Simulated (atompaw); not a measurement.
Which setting gave this result? (promethium (Pm), PAW (atompaw))

Base potential:

```json
{
 "Element": "promethium (Pm)",
 "Generator": "atompaw 4.2.0.5",
 "Type": "PAW",
 "Functional": "PBEsol",
 "Relativity": "scalar-relativistic",
 "Frozen core": "[Kr] 4d10",
 "Valence charge": "15",
 "Reference configuration": "4f5 5s2 5p6 5d0 6s2 6p0",
 "Partial waves": "5s (bound): rc 1.95 bohr; 6s (bound): rc 2.15 bohr; 5p (bound): rc 2.65 bohr; 6p (bound, empty): rc 2.65 bohr; 5d (bound, empty): rc 2.60 bohr; 5d channel at 4.5 Ry: rc 2.65 bohr; 4f (bound): rc 1.30 bohr; 4f channel at 3.1 Ry: rc 1.30 bohr",
 "Local potential": "ultrasoft scheme with l = 4 at 0 Ry, radius 1.85 bohr",
 "Core correction": "smooth core density matched at 2.15 bohr",
 "Augmentation charge": "sinc compensation charge, radius 2.25 bohr; PAW radius 2.65 bohr; waves and projectors: custom polynom vanderbiltortho"
}
```

Cutoffs, loose and tight: the cutoffs (Ry, on a coarse ladder) from which the occupation-weighted sum of valence levels, in a spherical-Bessel basis at the reference potential, stays within 10 and 1 mRy of its value at 400 Ry. They see the waves, projectors and local potential, not the compensation charge or the core.

Only the scale of all radii (base = 1) is moved (4 further runs of the sweep failed or gave no value and are left out):

| scale of all radii (base = 1) | cutoff, loose | cutoff, tight | bound ghosts |
| --- | --- | --- | --- |
| 0.97 | 120 Ry | 200 Ry | none |
| 1.12 | 90 Ry | 140 Ry | none |
| 1.17 | 80 Ry | 120 Ry | none |
| 1.21 | 70 Ry | 110 Ry | none |
| 1.31 | 60 Ry | 100 Ry | none |

Q: One more run gave cutoff, loose: 100 Ry; cutoff, tight: 160 Ry; bound ghosts: none. Which value of the scale of all radii (base = 1) was used?

A: 1.06. The loose cutoff moves one way along this sweep, from 120 Ry at 0.97 to 60 Ry at 1.31, which places the run between 0.97 and 1.12.
